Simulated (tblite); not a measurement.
Species: C₆H₁₃ClSi.
Z-matrix (Å and degrees, GFN2-xTB geometry), rows numbered from 1:
```
C 
C   1  1.5193
C   2  1.5473  1  113.42
Si  3  1.9070  2   91.68  1  -131.05
C   2  1.5500  1  114.53  3  -113.53
C   5  1.5236  2  115.72  1  -107.80
C   6  1.5196  5  111.48  2    69.04
Cl  7  1.7873  6  110.81  5   178.26
H   1  1.0884  2  111.09  3   176.98
H   1  1.0887  2  110.32  3    56.88
H   1  1.0887  2  110.46  3   -62.77
H   2  1.0930  1  109.19  3   122.89
H   3  1.0887  2  111.55  1   -14.18
H   3  1.0872  2  113.67  1   107.22
H   4  1.4617  3  117.97  2   120.87
H   4  1.4621  3  115.99  2  -103.47
H   5  1.0928  2  110.04  1    15.33
H   6  1.0919  5  109.89  2   -52.17
H   6  1.0926  5  109.45  2  -170.23
H   7  1.0894  6  111.53  5   -63.32
H   7  1.0904  6  111.29  5    59.70
```

Level: GFN2-xTB in tblite, geometry and Hessian alike; calculated harmonic values, unscaled, isolated species. Errors from tens to a few hundred cm⁻¹ against measured bands are possible. Modes of hydrogen on silicon can be 10 to 20 % off. One conformer, not necessarily the lowest.

Harmonic wavenumbers (cm⁻¹): 45.6, 75.2, 97.1, 113.5, 215.6, 231.4, 263.4, 315.4, 351.5, 418.7, 441.8, 496.4, 521.4, 620.1, 700.9, 737.3, 755.3, 770.1, 783.9, 817.8, 865.2, 944.1, 983.1, 998.9, 1052.1, 1085.3, 1093.8, 1114.6, 1125.8, 1157.7, 1196.4, 1201.1, 1231.1, 1253.3, 1275.9, 1292.2, 1325.9, 1343.9, 1412.5, 1446.7, 1472.5, 1491.3, 1502.1, 1507.4, 2269.5, 2275.6, 2944.7, 2948.9, 2966.7, 2975.5, 2985.2, 2990.5, 2998.9, 3015.3, 3020.0, 3021.0, 3028.8.

A = 2531, B = 642.5, C = 542.6 MHz; mass 148.048 u (most abundant isotopes); point group C1, symmetry number 1.

Question: What is the zero-point energy?

Answer: Half the sum of the wavenumbers: 37793 cm⁻¹ = 452.11 kJ/mol.

Question: Entropy at 298.15 K, 1 bar (ideal gas, RRHO, classical rotation)?

Answer: Translation 171.18, rotation 126.68, vibration 124.60: S = 422.5 J/(mol K).

Question: And Cp and H(298.15 K) − H(0)?

Answer: Cp = 168.22 J/(mol K), of which vibrations give 134.97 (their classical limit is 57 R = 473.9); H(298.15 K) − H(0) = 29.66 kJ/mol without the zero-point energy, 19.74 from vibrations.

Question: What must be added to the electronic energy to get the Gibbs energy at 298.15 K and 1 bar?

Answer: ZPE + [H(298.15 K) − H(0)] − T·S = 452.11 + 29.66 − 125.96 = 355.81 kJ/mol.

Question: Which modes carry the vibrational entropy at 298.15 K?

Answer: 45.6 cm⁻¹: 20.92; 75.2 cm⁻¹: 16.79; 97.1 cm⁻¹: 14.69; 113.5 cm⁻¹: 13.42; 215.6 cm⁻¹: 8.35; 231.4 cm⁻¹: 7.82 J/(mol K); the other 51 give 42.61 together.

Question: Blend soft modes into free rotors: weight 1/[1 + (100 cm⁻¹/ν̃)⁴] for the oscillator and the rest for a rotor with moment μB/(μ + B), μ = h/(8π²ν), B = 10⁻⁴⁴ kg m². What vibrational entropy results?

Answer: 114.33 J/(mol K) in place of 124.60, which changes −T·S at 298.15 K by +3.06 kJ/mol.

Question: How do the functions run with temperature in this model?

Answer: 
| T (K) | S (J/(mol K)) | Cp (J/(mol K)) | H − H(0) (kJ/mol) | G − H(0) (kJ/mol) | ln q(vib) |
| --- | --- | --- | --- | --- | --- |
| 50 | 252.2 | 55.8 | 2.12 | -10.49 | 0.54 |
| 100 | 297.9 | 78.3 | 5.48 | -24.30 | 1.78 |
| 373.15 | 464.1 | 203.7 | 43.62 | -129.55 | 9.03 |
| 500 | 531.3 | 256.2 | 72.91 | -192.73 | 12.47 |
| 750 | 650.2 | 329.8 | 146.86 | -340.80 | 19.14 |
| 1000 | 752.2 | 378.1 | 235.74 | -516.41 | 25.44 |

q(vib) and H(0) count from the zero-point level.

Hindered rotation and anharmonicity are outside this model. Other conformers, if any are populated, would add a mixing term that is left out. The structure is chiral; the term R ln 2 for an equal mix with its mirror image is left out.

Hardware: an Arm Neoverse N1 with one thread, no GPU, shared host. Cost: 1.5 s of wall time. The figure is for the frequency step alone.
